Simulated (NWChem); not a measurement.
Molecule: SiH$_{2}$Cl$_{2}$; SMILES Cl[SiH2]Cl

```xyz
5

Si     0.0000     0.0000    -0.7689
Cl    -1.6840     0.0000     0.4104
Cl     1.6840     0.0000     0.4104
H      0.0000     1.2330    -1.5936
H      0.0000    -1.2330    -1.5936
```
Atoms are numbered in this order, from 1.

Computed with NWChem. Pople sets run with spherical d functions. Coordinates come from a PBE0/def2-SVP optimisation. Vertical excitations in the gas phase; the lowest state need not have the same character in each row.

| level | lowest excitation, singlet (eV) | oscillator strength of that lowest state | lowest state with f > 0.02, singlet (eV) | orbital gap (eV) |
|---|---|---|---|---|
| PBE/6-31G*, full TDDFT | (withheld) | 0.007 | (withheld) | (withheld) |
| B3LYP/6-31G*, full TDDFT | 7.37 | 0.011 | 7.77 | 8.60 |
| LDA (Slater exchange, VWN5)/6-31G*, full TDDFT | 6.71 | 0.006 | 7.19 | 6.58 |
| CAM-B3LYP/6-31G*, full TDDFT | 7.72 | 0.011 | 8.12 | 11.53 |

### Question
Fill in the missing entries.

### Answer

- PBE/6-31G*, full TDDFT, lowest excitation, singlet (eV): 6.87
- PBE/6-31G*, full TDDFT, lowest state with f > 0.02, singlet (eV): 7.31
- PBE/6-31G*, full TDDFT, orbital gap (eV): 6.75
